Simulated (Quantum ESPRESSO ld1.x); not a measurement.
Question: Species: Au LXVI. Configuration: [Ne] 3s2 3p2 (the NIST ground configuration). All-electron calculation, Dirac Kohn-Sham, PBE, spin-unpolarised, spherical densities, point nucleus; open shells fill j = l - 1/2 first. Program: ld1.x of Quantum ESPRESSO 7.5. Some entries of the table are withheld. Estimate them.

orbital,occ.,eigenvalue (eV),<r^2> (bohr^2),<r> (bohr)
1s1/2,2,-86216.3,0.0003926,(1)
2s1/2,2,(2),0.005786,(3)
2p1/2,2,-19019.7,0.004084,0.05725
2p3/2,4,-17137.1,0.005205,0.06550
3s1/2,2,(4),0.03276,0.1691
3p1/2,2,-7709.78,(5),(6)
3p3/2,0,-7205.32,(7),(8)

Answer: 
(1) 1s1/2 <r> (bohr): 0.01685
(2) 2s1/2 eigenvalue (eV): -19535.4
(3) 2s1/2 <r> (bohr): 0.06961
(4) 3s1/2 eigenvalue (eV): -7897.26
(5) 3p1/2 <r^2> (bohr^2): 0.02921
(6) 3p1/2 <r> (bohr): 0.1584
(7) 3p3/2 <r^2> (bohr^2): 0.03373
(8) 3p3/2 <r> (bohr): 0.1707
